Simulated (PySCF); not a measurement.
ClGa (SMILES [Cl][Ga]), singlet, geometry from GFN2-xTB (such geometries of metal compounds can be far from the true shape). Base run: PBE0/cc-pVDZ (PySCF).

The PySCF input:
```python
from pyscf import gto, scf, dft

mol = gto.M(
    atom='''
Ga   -0.000000   -0.000000   -0.768265
Cl    0.000000    0.000000    1.400953
''',
    basis='cc-pvdz',
    charge=0,
    spin=0,
    verbose=3,
)

mf = dft.RKS(mol)
mf.xc = 'pbe0'
mf.kernel()
```

The base run was repeated with changes; each row names its change, and settings that it needs were set with it.

```json
[
 {"change": "base", "ΔE vs base (mEh)": "0.000", "fitting functions": "-", "dipole (D)": "2.01"},
 {"change": "auxbasis = even-tempered beta=3.0", "ΔE vs base (mEh)": "…", "fitting functions": "…", "dipole (D)": "2.01"},
 {"change": "auxbasis = even-tempered beta=1.6", "ΔE vs base (mEh)": "-0.002", "fitting functions": "728", "dipole (D)": "2.01"},
 {"change": "exchange = seminumerical (SGX) (with mf = sgx.sgx_fit(mf, auxbasis='def2-universal-jfit'); with mf.with_df.dfj = True)", "ΔE vs base (mEh)": "-0.082", "fitting functions": "109", "dipole (D)": "2.01"},
 {"change": "auxbasis = cc-pvtz-ri", "ΔE vs base (mEh)": "…", "fitting functions": "…", "dipole (D)": "…"},
 {"change": "auxbasis = cc-pvdz-jkfit", "ΔE vs base (mEh)": "119.0", "fitting functions": "283", "dipole (D)": "2.00"},
 {"change": "auxbasis = cc-pvtz-jkfit", "ΔE vs base (mEh)": "-0.040", "fitting functions": "328", "dipole (D)": "2.01"},
 {"change": "auxbasis = even-tempered beta=2.0", "ΔE vs base (mEh)": "-0.087", "fitting functions": "496", "dipole (D)": "2.01"},
 {"change": "auxbasis = autoaux", "ΔE vs base (mEh)": "…", "fitting functions": "…", "dipole (D)": "2.01"},
 {"change": "auxbasis = def2-svp-ri", "ΔE vs base (mEh)": "-8308.2", "fitting functions": "189", "dipole (D)": "2.05"}
]
```

Problem. What belongs in the gaps?

Solution. 
- auxbasis = even-tempered beta=3.0, ΔE vs base (mEh): -7.330
- auxbasis = even-tempered beta=3.0, fitting functions: 324
- auxbasis = cc-pvtz-ri, ΔE vs base (mEh): -8088.4
- auxbasis = cc-pvtz-ri, fitting functions: 288
- auxbasis = cc-pvtz-ri, dipole (D): 2.06
- auxbasis = autoaux, ΔE vs base (mEh): 0.092
- auxbasis = autoaux, fitting functions: 468

A fitting set is made for a task (jfit for Coulomb, jkfit for Coulomb and exchange, ri for correlation) and for a family of orbital bases.
